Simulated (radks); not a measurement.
Values are calculated unless marked as measured or tabulated.
All-electron atom: Gd LI in [Ne] 3s2 3p2.

Level of theory: non-relativistic Kohn-Sham, PBE, spin-polarised, spherical densities, point nucleus; open shells are filled with parallel spins first (spin-orbit coupling, left out, can overturn this in heavy ions); relativity is left out, which matters for an element this heavy (a radial shooting solver on a logarithmic mesh with Libxc functionals).

Energy parts (eV):
part                      energy
total                 -226296.04
kinetic                226279.88
electron-nucleus      -473128.10
Hartree                 23847.14
exchange-correlation    -3294.95

Orbitals (lengths in bohr, moments of r in powers of bohr; <r^-3> diverges for s and p1/2; r(max) is where P^2 peaks):
orbital  occ.  eigenvalue (eV)  <r^-3>   r(max)      <r^2>      <r^4>
1s up       1        -50597.82       -  0.01571  0.0007503  1.420e-06
1s down     1        -50591.88       -  0.01571  0.0007502  1.420e-06
2s up       1        -10837.15       -  0.08546    0.01157  0.0002225
2s down     1        -10832.35       -  0.08547    0.01155  0.0002218
2p up       3        -10520.30    9197  0.06647   0.008570  0.0001403
2p down     3        -10513.73    9193  0.06650   0.008565  0.0001401
3s up       1        -4429.475       -   0.2244    0.06281   0.005697
3s down     1        -4407.592       -   0.2245    0.06299   0.005735
3p up       2        -4312.134    2382   0.2105    0.05701   0.004872
3p down     0        -4290.011    2380   0.2105    0.05714   0.004901

The highest occupied level is 3p up at -4312.1 eV. The spin density at the nucleus is -5.90 e/bohr^3 (1s -12.54, 2s -1.95, 3s 8.60). Spin moment in Bohr magnetons: 2.
